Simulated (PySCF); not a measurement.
LiSn: energy against distance

Set-up: Li def2-SVP, Sn def2-SVP with ECP28; scalar-relativistic core potentials (PySCF 2.14). Energies in eV from Li + Sn in their ground configurations at the same level. All curves are PBE0. state 1: ⁴Σ⁻ (quartet), unpaired electrons σ ↑, π ↑↑; state 2: ²Π (doublet), unpaired electrons π ↑, a second solution, started from another occupation; state 3: Ms = 0.5 determinant of mixed spin (⟨S²⟩ near 1.8), unpaired electrons σ ↑, π ↑↓, a mixture of terms (⟨Lz²⟩ = 2.0), a second solution, started from another occupation; state 4: Ms = 0.5 determinant of mixed spin (⟨S²⟩ near 1.8), unpaired electrons σ ↓, π ↑↑, a second solution, started from another occupation.

```
R (Å)  state 1  state 2  state 3  state 4
2.220   -1.167   -0.337  -0.6132  -0.5547
2.324   -1.342   -0.653  -0.7947  -0.7410
2.427   -1.439   -0.867  -0.8986  -0.8509
2.505   -1.474   -0.976  -0.9383  -0.8960
2.582   -1.484   -1.049  -0.9531  -0.9172
2.659   -1.473   -1.093  -0.9486  -0.9200
2.763   -1.437   -1.117  -0.9200  -0.9030
2.892   -1.365   -1.104  -0.8595  -0.8597
3.047   -1.257   -1.045  -0.7653  -0.7899
3.253   -1.095   -0.924  -0.6246  -0.6862
```

Put a parabola through the three lowest points of the state 1 curve and estimate Re, k and ωe (reduced mass 6.628 u; 1 eV/Å² = 0.16022 mdyn/Å; ωe = 1302.8·√(k/μ) cm⁻¹).

Through R = 2.505, 2.582, 2.659 Å the second-order coefficient is 1.77 eV/Å², so Re ≈ 2.580 Å, k ≈ 0.567 mdyn/Å and ωe ≈ 381 cm⁻¹. A polynomial fit of higher order to the unrounded PBE0 energies gives Re = 2.577 Å, k = 0.531 mdyn/Å, ωe = 369 cm⁻¹; anharmonicity and rounding make the difference.

The higher-order fit for each curve: state 1: Re = 2.577 Å, ωe = 369 cm⁻¹, De = 1.48 eV; state 2: Re = 2.786 Å, ωe = 333 cm⁻¹, minimum 1.12 eV below the ground-state fragments; state 3: Re = 2.600 Å, ωe = 352 cm⁻¹, minimum 0.95 eV below the ground-state fragments; state 4: Re = 2.634 Å, ωe = 321 cm⁻¹, minimum 0.92 eV below the ground-state fragments.

These are scalar-relativistic numbers at best; spin–orbit coupling would shift them, the dissociation energy most. The state was picked by a PBE0 search and need not be the measured ground state.
